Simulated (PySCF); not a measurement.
1,3-azasiletidine (C2H7NSi), SMILES C1NC[SiH2]1.

Coordinates come from a PBE0-D3(BJ)/def2-SVP optimisation.

Two levels are set side by side: TDA-PBE/def2-SVPD (PySCF) and TDA-M06-2X/def2-SVPD (PySCF). Vertical, same geometry. The lowest singlet is HOMO→LUMO 100 % with PBE and HOMO→LUMO 97 % with the other functional; states are paired by order. Differences are taken from unrounded values.

| quantity | TDA-M06-2X | TDA-PBE | TDA-PBE minus TDA-M06-2X |
|---|---|---|---|
| lowest singlet excitation (eV) | 6.03 | 4.55 | -1.48 |
| lowest triplet excitation (TDA) (eV) | 5.85 | 4.49 | -1.37 |
| first bright state (f over 0.05) (eV) | 7.61 | 6.98 | -0.63 |
| its oscillator strength | 0.13 | 0.10 | -0.03 |

A lower first singlet is the usual sign of a functional without exact exchange. Differences between two approximate levels are no errors against the true value.

Rough cost on one machine, each run with all the roots and properties that it gave: TDA-M06-2X against TDA-PBE about 9 times.
